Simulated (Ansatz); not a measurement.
`BOB1CO1` + NH₃ → `NB1CO1` + `BO` at 500 K and 1 bar (ligand exchange at a B–O bond).

Calculated with Ansatz (gas phase, PBE0-D4/def2-TZVP geometries, no zero-point term in ΔE). CCSD(T)/CBS is the MP2 limit (def2-TZVPP, def2-QZVPP) plus CCSD(T) − MP2 in def2-TZVPP, frozen cores. This one scheme is used for every species. One conformer a species, not always the lowest.

```csv
species,CCSD(T)/CBS energy (Eh),H − E (kJ/mol),S (J/(mol·K))
`BOB1CO1`,-240.45540,196.8,374.2
NH₃,-56.50880,108.2,211.8
`NB1CO1`,-195.16486,192.7,320.9
`BO`,-101.80414,113.6,256.0
```

H − E and S are ideal-gas, rigid-rotor, harmonic terms from PBE0-D4/def2-TZVP, for one conformer and one mirror image of each species. 1 Eh = 2625.50 kJ/mol, R = 8.31446 J/(mol·K).

Task: By hand: ΔE, ΔH, ΔS and ΔG.

Result: ΔE = (-195.16486) + (-101.80414) − (-240.45540) − (-56.50880) = -0.00480 Eh = -12.6 kJ/mol. Δ(H − E) = 192.7 + 113.6 − 196.8 − 108.2 = 1.3, so ΔH = -11.3 kJ/mol. ΔS = 320.9 + 256.0 − 374.2 − 211.8 = -9.1 J/(mol·K). ΔG = -11.3 − 500 × (-9.1)/1000 = -6.8 kJ/mol.

Task: By hand: the equilibrium constant, and the temperature at which ΔG would vanish if ΔH and ΔS stayed fixed.

Result: log₁₀ K = −ΔG/(RT ln 10) = 0.7. ΔG = 0 at ΔH/ΔS = 1242 K, though so small a ΔS makes that figure unsure.

TΔS isn't small against ΔH here. A doubt of 5 kJ/mol in ΔE shifts log₁₀ K by 0.5 here. Other conformers and mirror images would add mixing entropy, several J/(mol·K) or more a flexible species. Modes under 60 cm⁻¹, often nearly free rotors, make the harmonic entropy too high. These are equilibria of isolated gas molecules and say nothing of rates. Largest T1 diagnostic: 0.015 (customary marks: 0.02 for closed shells, 0.045 for open ones).
